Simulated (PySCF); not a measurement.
TMS, C4H12Si.
Structure used (GFN2-xTB), in Å, numbered top down from 1:
```
atom  x, y, z in Å
C1    -0.4066   -1.2134   -1.4194
Si2   -0.0012   -0.0007   -0.0018
C3     0.0081    1.7855   -0.6754
C4    -1.3198   -0.1549    1.3703
C5     1.7161   -0.4155    0.7216
H6    -1.3797   -1.0036   -1.8532
H7    -0.4187   -2.2416   -1.0702
H8     0.3270   -1.1480   -2.2173
H9     0.2425    2.5019    0.1064
H10   -0.9581    2.0579   -1.0892
H11    0.7465    1.9077   -1.4621
H12   -2.3121    0.0753    0.9941
H13   -1.3509   -1.1605    1.7791
H14   -1.1170    0.5258    2.1917
H15    1.7463   -1.4264    1.1171
H16    2.4931   -0.3368   -0.0328
H17    1.9775    0.2592    1.5312
```

Theory: HCTH407/def2-SVP in PySCF (dipole) on a GFN2-xTB geometry, gas phase.

Take the most abundant isotopes and a rigid rotor. 

Problem. What are A, B and C (cm⁻¹)?

Solution. Ia = 167.53, Ib = 167.76, Ic = 167.83 u·Å²; 505379 MHz·u·Å²/I gives 3017, 3012 and 3011 MHz, that is A = 0.10063, B = 0.10049, C = 0.10045 cm⁻¹.

Problem. Classify the top.

Solution. A spherical top, as the point group Td requires three equal moments; the computed ones differ by 0.18 % because the geometry is symmetric only within the optimiser's tolerance.

The point group Td allows no dipole (computed: 0.00 D), so a rigid rotor has no electric-dipole lines.

Problem. Estimate the classical rotational partition function at 100 K, 298.15 K and 500 K.

Solution. Point group Td, symmetry number σ = 12; q = (√π/σ)·√((kT/h)³/(ABC)), k/h = 20836.6 MHz/K: 2690 at 100 K, 13800 at 298.15 K, 30000 at 500 K.

Not checked by GFN2-xTB frequencies. Zero-point vibration and centrifugal distortion are left out.
